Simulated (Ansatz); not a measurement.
C$_{3}$H$_{11}$N$_{3}$OW (`C[N]=[W]([NH2])(=[N]C)[O]C`), 19 atoms. Total charge 0; spin multiplicity 1. Correlated methods include outer-core shells of W, which these sets cover unevenly. W: def2 effective core potential. Hardware: A = 4 threads of an AMD EPYC 7R13 on a shared host; B = 4 threads of an AMD EPYC 7R13 on a shared host and a share of an NVIDIA H100 80 GB. Correlated methods freeze the cores.

How many basis functions does each run have, and how long does it take in Ansatz? RKS B97M-V/def2-TZVPP energy [B]; RKS ωB97M-V/def2-QZVPP energy [B]; RKS PBE0-D4/def2-QZVPP energy [B]; RKS SPW92 (LDA)/def2-TZVPP energy [B]; RKS ωB97X-V/def2-TZVPP energy [B]; RHF-CCSD(T)/def2-TZVPP energy [B]; direct RPA on PBE orbitals/def2-TZVPP energy [B]; RKS PBE0-D4/def2-SVP energy [A]; RKS PBE0-D4/def2-TZVP relaxation (51 steps) [B]; RKS ωB97M-V/def2-SVP energy [A]; RHF-MP2/def2-QZVPP energy [B]; RKS B2PLYP (frozen core)/def2-TZVPP energy [B]. (Estimate.)

The calculation gave: Other jobs shared the machine, so times are rough.

| level | job | functions | wall time | peak host memory (GiB) |
| --- | --- | --- | --- | --- |
| RKS PBE0-D4/def2-SVP | energy [A] | 185 | 3.2 s | 0.7 |
| RKS SPW92 (LDA)/def2-TZVPP | energy [B] | 427 | 3.3 s | 0.91 |
| RKS B2PLYP (frozen core)/def2-TZVPP | energy [B] | 427 | 4.4 s | 1.9 |
| RKS B97M-V/def2-TZVPP | energy [B] | 427 | 5.5 s | 1.1 |
| RKS PBE0-D4/def2-QZVPP | energy [B] | 810 | 6.5 s | 1.3 |
| RKS ωB97X-V/def2-TZVPP | energy [B] | 427 | 7 s | 1 |
| direct RPA on PBE orbitals/def2-TZVPP | energy [B] | 427 | 8 s | 2 |
| RKS ωB97M-V/def2-QZVPP | energy [B] | 810 | 8.5 s | 1.5 |
| RHF-MP2/def2-QZVPP | energy [B] | 810 | 8.5 s | 1.5 |
| RKS ωB97M-V/def2-SVP | energy [A] | 185 | 10 s | 0.92 |
| RHF-CCSD(T)/def2-TZVPP | energy [B] | 427 | 34 s | 0.9 |
| RKS PBE0-D4/def2-TZVP | relaxation (51 steps) [B] | 323 | 91 s | 0.97 |
